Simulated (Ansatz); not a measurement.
The same silylene extrusion along the group O, Se, Te.

Computed with Ansatz on PBE0-D4/def2-TZVP structures; ΔE is electronic, products minus reactants. CCSD(T)/CBS is the MP2 limit (def2-TZVPP, def2-QZVPP) plus CCSD(T) − MP2 in def2-TZVPP, frozen cores. This one scheme is used for every species. def2 core potentials past Kr. For Se, Te outer-core shells are correlated without core-valence functions, which leaves a few kJ/mol of doubt a bond. Scalar relativity is left out up to krypton. Each species was taken in one conformer, which may not be the lowest.

Order these by ΔE at CCSD(T)/CBS, lowest first. (An estimate is asked.)
A. `C[SiH2][Se]C` → dimethyl selenide + `[SiH2]`
B. `C[SiH2][Te]C` → dimethyl telluride + `[SiH2]`
C. `CO[SiH2]C` → dimethyl ether + `[SiH2]`

B (+329.3 kJ/mol), A (+341.8 kJ/mol), C (+409.8 kJ/mol).

Largest T1 diagnostic: 0.014, for `[SiH2]`.
